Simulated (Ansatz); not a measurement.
CH7GeNSi, SMILES `N=[C]([SiH3])[GeH3]`, relaxed with RKS PBE0-D4/def2-TZVP in Ansatz from a PBE-D4/def2-SVP geometry. The force threshold is 0.005 eV/Å; the program also tests the step.

Charge 0, multiplicity 1.

Start:

```xyz
11

N    -0.277   -0.405    1.761
C    -0.121   -0.144    0.510
Si   -1.511   -0.821   -0.629
Ge    1.447    0.893   -0.193
H     0.493   -0.021    2.348
H    -2.824   -0.211   -0.226
H    -1.587   -2.316   -0.488
H    -1.228   -0.475   -2.066
H     1.456    2.281    0.505
H     2.743    0.137    0.208
H     1.408    1.082   -1.731
```

```
         step  energy (eV)  largest force (eV/Å)  largest move (Å)
            1  -67023.2786                 0.952             0.000
            2  -67023.3118                 0.167             0.038
            3  -67023.3143                 0.053             0.013
            4  -67023.3145                 0.029             0.005
            5  -67023.3146                 0.012             0.004
            6  -67023.3146                 0.006             0.010
            7  -67023.3147                 0.007             0.009
            8  -67023.3148                 0.031             0.036
 9 (rejected)  -67023.3118                 0.193             0.157
10 (rejected)  -67023.3043                 0.214             0.078
           11  -67023.3155                 0.011             0.039
13 (rejected)  -67023.3163                 0.270             0.146
           15  -67023.3227                 0.086             0.073
           17  -67023.3276                 0.281             0.165
19 (rejected)  -67023.3349                 0.409             0.200
           21  -67023.3670                 0.091             0.098
           23  -67023.3761                 0.132             0.055
           25  -67023.3844                 0.172             0.104
           27  -67023.3882                 0.025             0.028
           29  -67023.3896                 0.044             0.072
           31  -67023.3900                 0.020             0.032
           33  -67023.3902                 0.025             0.009
           35  -67023.3905                 0.020             0.033
           37  -67023.3906                 0.016             0.020
           39  -67023.3907                 0.005             0.006
           40  -67023.3907                 0.004             0.002
```

End:

```xyz
11

N    -0.270   -0.401    1.784
C    -0.131   -0.162    0.542
Si   -1.331   -1.018   -0.646
Ge    1.276    1.054   -0.156
H     0.414    0.099    2.360
H    -2.067    0.027   -1.408
H    -2.274   -1.885    0.100
H    -0.541   -1.816   -1.623
H     2.041    1.579    1.074
H     2.233    0.299   -1.094
H     0.650    2.224   -0.933
```

It took 2.7 min on 4 threads of an Intel Xeon Platinum 8259CL on a shared host, with 0.58 GiB of host memory at the peak.
